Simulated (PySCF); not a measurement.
Input file for PySCF: R-HF/3-21G on CH5OSb (SMILES C[O][SbH2]), a point of a bond scan (R = 1.097 Å).

```python
from pyscf import gto, scf, dft, mp
from pyscf.data.elements import chemcore

mol = gto.M(
    atom='''
    Sb   -0.39157453    0.27290890    0.37968144
    H    -1.52742713   -0.68889881   -0.50198031
    H    -0.42292795    1.44227964   -0.89474065
    O     1.21630374   -0.67902950   -0.26409632
    C     1.33907823   -0.99600193   -1.63877811
    H     1.33613187   -0.09608389   -2.26541686
    H     2.29029061   -1.51456926   -1.77765726
    H     0.52933451   -1.65283392   -1.97851940
    ''',
    basis='3-21g',
    charge=0, spin=0, verbose=3, max_memory=1800)
mf = scf.RHF(mol)
mf.conv_tol = 1e-8
mf.max_cycle = 100
mf.kernel()
if not mf.converged:
    mf = mf.newton().run(mf.mo_coeff, mf.mo_occ)
```

Output:

```
converged SCF energy = -6400.63675431864
```

Self-consistency was reached.

Cost: roughly 0.4 core-seconds.
